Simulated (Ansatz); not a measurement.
Reaction (isomerisation): `CB[TeH]` → `B[Te]C`

Isolated molecules relaxed with PBE0-D4/def2-TZVP in Ansatz; ΔE leaves out vibrations. CBS: MP2 limit from def2 TZ/QZ plus the TZ coupled-cluster correction, frozen cores. Functionals use def2-TZVPP. B3LYP here is the variant with VWN-RPA as its local correlation; programs differ in this. HSE06 is defined as in plane-wave codes. def2 core potentials past Kr. For Te outer-core shells are correlated without core-valence functions, which leaves a few kJ/mol of doubt a bond.

`CB[TeH]`:

Z-matrix (Å, degrees):
```
C
B 1 1.554
H 1 1.097 2 109.3
H 1 1.097 2 109.1 3 -114.3
H 1 1.090 2 115.7 3 122.9
Te 2 2.120 1 125.5 3 -123.3
H 2 1.197 1 121.7 3 56.7
H 6 1.661 2 96.0 1 0.1
```

`B[Te]C`:

Z-matrix (Å, degrees):
```
C
Te 1 2.142
H 1 1.088 2 107.8
H 1 1.088 2 109.0 3 -119.9
H 1 1.088 2 109.0 3 119.9
B 2 2.085 1 99.2 3 -0.2
H 6 1.192 2 117.3 1 -180.0
H 6 1.193 2 119.7 1 -0.0
```

```json
{"level": "PBE-D4", "ΔE (kcal/mol)": "9.3", "difference from CCSD(T)/CBS": "1.1"}
{"level": "PBE0-D4", "ΔE (kcal/mol)": "10.0", "difference from CCSD(T)/CBS": "1.8"}
{"level": "B3LYP-D4", "ΔE (kcal/mol)": "9.3", "difference from CCSD(T)/CBS": "1.1"}
{"level": "HSE06-D4", "ΔE (kcal/mol)": "10.0", "difference from CCSD(T)/CBS": "1.8"}
{"level": "PBE0", "ΔE (kcal/mol)": "10.1", "difference from CCSD(T)/CBS": "1.9"}
{"level": "BHLYP", "ΔE (kcal/mol)": "10.2", "difference from CCSD(T)/CBS": "2.0"}
{"level": "RPA@PBE/def2-TZVPP", "ΔE (kcal/mol)": "7.5", "difference from CCSD(T)/CBS": "-0.7"}
{"level": "MP2/def2-SVP", "ΔE (kcal/mol)": "12.1", "difference from CCSD(T)/CBS": "3.9"}
{"level": "SCS-MP2/def2-QZVPP", "ΔE (kcal/mol)": "7.8", "difference from CCSD(T)/CBS": "-0.4"}
{"level": "HF/CBS(def2)", "ΔE (kcal/mol)": "10.3", "difference from CCSD(T)/CBS": "2.1"}
{"level": "CCSD(T)/CBS", "ΔE (kcal/mol)": "8.2", "difference from CCSD(T)/CBS": "0"}
```

Largest T1 diagnostic among the species: 0.015.

At CCSD(T), def2-SVP lies +3.9 kcal/mol from the extrapolated value and def2-TZVPP +0.4 kcal/mol. In def2-TZVPP, CCSD(T) changes the Hartree–Fock value by −1.8 kcal/mol (the triples alone add −0.6 kcal/mol) and MP2 by −2.2 kcal/mol. Leaving LDA and LC-ωPBE aside and taking each functional with its dispersion term where it has one, the values, not all of them listed here, spread over 2.7 kcal/mol, from BLYP-D4 to B97M-V. LDA lies +2.2 kcal/mol from PBE without D4.
